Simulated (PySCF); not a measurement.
A run for PySCF: R-MP2/6-31G* on BFH2Se2 (SMILES FB([SeH])[SeH]), a point of a torsion scan.

```python
from pyscf import gto, scf, dft, mp
from pyscf.data.elements import chemcore

mol = gto.M(
    atom='''
    F     0.37057947    2.02390718    0.22996216
    B     0.15762095    0.73528800    0.05763196
    Se   -1.65053814    0.23652581   -0.42591968
    Se    1.72901596   -0.37780836    0.07279612
    H    -1.58151901   -1.15228106   -0.03314866
    H     1.08559560   -1.63153978   -0.24738560
    ''',
    basis='6-31g*',
    cart=True,
    charge=0, spin=0, verbose=3, max_memory=1800)
mf = scf.RHF(mol)
mf.conv_tol = 1e-8
mf.max_cycle = 100
mf.kernel()
if not mf.converged:
    mf = mf.newton().run(mf.mo_coeff, mf.mo_occ)
pt = mp.MP2(mf, frozen=chemcore(mol)).run()
```

The log:

```
converged SCF energy = -4924.46450302489
E(RMP2) = -4925.24028123732  E_corr = -0.775778212428143
E(SCS-RMP2) = -4925.18865900438  E_corr = -0.724155979496616
```

The run converged.

Cost: very roughly 5 core-seconds.
